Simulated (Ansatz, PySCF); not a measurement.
B(F)(H)(iPr) (C3H8BF), SMILES CC(C)BF. Atoms are numbered in the order given.

```xyz
13

B      0.4288    -0.5820     0.9182
F      0.1669     0.1468     1.9984
H      0.8731    -1.6927     1.1154
C      0.2171     0.0086    -0.5189
C     -0.6120     1.2984    -0.5654
C     -0.2807    -1.0501    -1.5180
H      1.2642     0.2582    -0.8100
H     -0.6256     1.7316    -1.5791
H     -1.6589     1.1037    -0.2780
H     -0.2208     2.0619     0.1243
H      0.3421    -1.9583    -1.4970
H     -0.2759    -0.6611    -2.5495
H     -1.3164    -1.3537    -1.2896
```
Charge 0, spin multiplicity 1.

Coordinates come from a B3LYP-D3(BJ)/def2-SVP optimisation. This is a generated structure with no PubChem entry under its InChIKey; it may be hypothetical. Other conformers were not sampled.

Two levels are set side by side: PBE-D3(BJ)/def2-SVP (Ansatz, a quantum-chemistry and plane-wave program) and B3LYP-D3(BJ)/def2-SVP (Ansatz). Each level has its own optimised geometry; the coordinates shown are those of the second. Frequencies come from the Hessian of PySCF at each geometry. Differences are taken from unrounded values.

```csv
quantity,B3LYP-D3(BJ),PBE-D3(BJ),PBE-D3(BJ) minus B3LYP-D3(BJ)
mean bond length (Å),1.243,1.249,0.007
bond B1–F2 (Å),1.329,1.338,0.008
bond B1–C4 (Å),1.568,1.571,0.003
bond C4–C5 (Å),1.534,1.535,0.001
bond C4–C6 (Å),1.538,1.539,0.001
bond B1–H3 (Å),1.212,1.224,0.012
bond C4–H7 (Å),1.115,1.124,0.009
bond C5–H8 (Å),1.102,1.110,0.007
bond C5–H9 (Å),1.103,1.110,0.007
bond C5–H10 (Å),1.101,1.108,0.007
bond C6–H11 (Å),1.101,1.109,0.007
bond C6–H12 (Å),1.102,1.110,0.008
bond C6–H13 (Å),1.103,1.110,0.007
highest harmonic wavenumber (cm⁻¹),3115,3064,-51
mean harmonic wavenumber (cm⁻¹),1438,1401,-37
zero-point energy (kcal/mol),67.83,66.08,-1.74
```

GGA bonds tend to be longer and softer than those of functionals with exact exchange. Differences between two approximate levels are no errors against the true value.
